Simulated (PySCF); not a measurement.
**Orbital picture of CdN**

PBE0 at R = 2.455 Å; basis Cd cc-pVDZ-PP with ECP28, N cc-pVDZ; scalar-relativistic core potentials; PySCF 2.14. State: ⁴Σ⁻ (quartet), unpaired electrons σ ↑, π ↑↑. Only the outer orbitals are listed, counted within each symmetry, core potentials removing the inner ones.

```json
{"spin": "α", "orbital": "6σ", "occ.": "1", "ε (eV)": "-9.62", "on Cd (%)": "19", "main shells (%)": "81 N p, 14 Cd s"}
{"spin": "α", "orbital": "3π", "occ.": "1", "ε (eV)": "-9.48", "on Cd (%)": "2", "main shells (%)": "98 N p"}
{"spin": "α", "orbital": "3π", "occ.": "1", "ε (eV)": "-9.48", "on Cd (%)": "2", "main shells (%)": "98 N p"}
{"spin": "α", "orbital": "7σ", "occ.": "1", "ε (eV)": "-6.12", "on Cd (%)": "89", "main shells (%)": "82 Cd s, 11 N p"}
{"spin": "α", "orbital": "4π", "occ.": "0", "ε (eV)": "-0.72", "on Cd (%)": "99", "main shells (%)": "99 Cd p"}
{"spin": "α", "orbital": "4π", "occ.": "0", "ε (eV)": "-0.72", "on Cd (%)": "99", "main shells (%)": "99 Cd p"}
{"spin": "α", "orbital": "8σ", "occ.": "0", "ε (eV)": "0.40", "on Cd (%)": "101", "main shells (%)": "96 Cd p"}
{"spin": "β", "orbital": "6σ", "occ.": "1", "ε (eV)": "-6.81", "on Cd (%)": "76", "main shells (%)": "75 Cd s, 22 N p"}
{"spin": "β", "orbital": "7σ", "occ.": "0", "ε (eV)": "-2.57", "on Cd (%)": "44", "main shells (%)": "56 N p, 22 Cd p, 21 Cd s"}
{"spin": "β", "orbital": "3π", "occ.": "0", "ε (eV)": "-2.10", "on Cd (%)": "29", "main shells (%)": "71 N p, 28 Cd p"}
{"spin": "β", "orbital": "3π", "occ.": "0", "ε (eV)": "-2.10", "on Cd (%)": "29", "main shells (%)": "71 N p, 28 Cd p"}
```

Which are the highest filled and the lowest empty level, where do they sit, and how wide is the gap?

Highest filled α 7σ at -6.12 eV (in %: 82 Cd s, 11 N p); lowest empty β 7σ at -2.57 eV (in %: 56 N p, 22 Cd p, 21 Cd s); the gap at PBE0 is 3.55 eV.

| Item | Value |
| --- | --- |
| bond order (Mayer) | 0.54 |
| ⟨S²⟩ | 3.771 |
| charge on Cd (Mulliken, basis-dependent) | 0.11 |
| charge on Cd (Löwdin, basis-dependent) | 0.05 |
| dipole moment (positive dipole means Cd(−)N(+)) | -0.61 D |
| polarisability along the bond | 80.1 bohr³ |
| polarisability across the bond | 49.2 bohr³ |

Shares are Mulliken populations and can fall outside 0 to 100 %.

Spin–orbit coupling is left out. The state was picked by a PBE0 search and need not be the measured ground state.
